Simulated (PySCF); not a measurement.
# Computed properties of BClH, SMILES Cl[BH]

BClH, SMILES [BH]Cl (connectivity only; charge and spin as stated), charge +1, multiplicity 1. Coordinates come from a ωB97X-D3(BJ)/def2-TZVPD optimisation. The spin state was assumed, not searched. The isomer is the one that the SMILES or the coordinates give; other isomers of the formula were not compared. The values are those of a single conformer. All values are computed for the isolated molecule unless a solvent is named; none is compared with measurement here.

**Structure.** The optimised structure has C∞v symmetry. All 4 harmonic modes at ωB97X-D3(BJ)/def2-TZVPD (PySCF) are real, so it is a minimum.

**Vibrations.** The strongest infrared lines (harmonic, unscaled, degenerate partners summed) lie at 1149 cm⁻¹ (194 km/mol, B 65 %, Cl 25 %, H 10 %), 726 cm⁻¹ (23 km/mol, H 77 %, B 22 %), 2862 cm⁻¹ (9 km/mol, H 88 %, B 12 %). The softest mode is at 726 cm⁻¹ and the zero-point energy is 7.8 kcal/mol.

**Electronic structure.** CAM-B3LYP/def2-TZVPD (PySCF) places the frontier levels at -19.99 and -8.10 eV, a gap of 11.89 eV and a mean polarisability of 20.7 bohr³.

**Excitations.** TDA-ωB97X/def2-TZVPD (PySCF) has S1 at 7.28 eV (170 nm, f = 0.000, dark); the most intense of the 10 singlets computed lies at 10.25 eV (f = 0.44). Strengths of degenerate partners are summed. T1 (TDA) is at 6.46 eV, 0.82 eV under S1. No vertical singlet excitation falls in the visible range (under 3.1 eV).

**NMR.** GIAO shifts at HF/pcSseg-2 (PySCF) (non-relativistic, atoms alike by connectivity averaged): ¹H at 5.5 ppm against TMS; ¹¹B at 49.9 ppm against BF3. Without spin–orbit terms, shifts of atoms bonded to Cl or Br come out too high.
